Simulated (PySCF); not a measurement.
**How methods differ on the excitation energy of I**

I [Kr] 4d10 5s2 5p5 (2P) → I [Kr] 4d10 5s1 5p6 (2S), as a difference of total energies. Calculation: PySCF 2.14, in aug-cc-pVTZ-DK3; the spin-free X2C one-electron Hamiltonian (Gaussian nucleus). Correlated levels: valence: [Kr] 4d10 frozen. The calculations carry no spin-orbit coupling.

| method | excitation energy (eV) |
| --- | --- |
| UHF | 12.719 |
| LDA | 10.377 |
| PBE | 10.371 |
| PBE0 | 10.973 |
| r2SCAN | 10.755 |
| TPSSh | 10.701 |
| r2SCANh | 10.949 |
| M06-L | 10.562 |
| B3LYP | 10.852 |
| MP2 (valence) | 10.958 |
| SCS-MP2 (valence) | 10.760 |

How much does correlation contribute at MP2 (valence)?

10.958 − (12.719) = -1.761 eV, measured against UHF.

A first-order spin-orbit estimate (lowest level to lowest level, LS coupling) adds 0.299 eV.

The upper state lies above the first ionisation limit, where it may autoionise and the basis confines it.
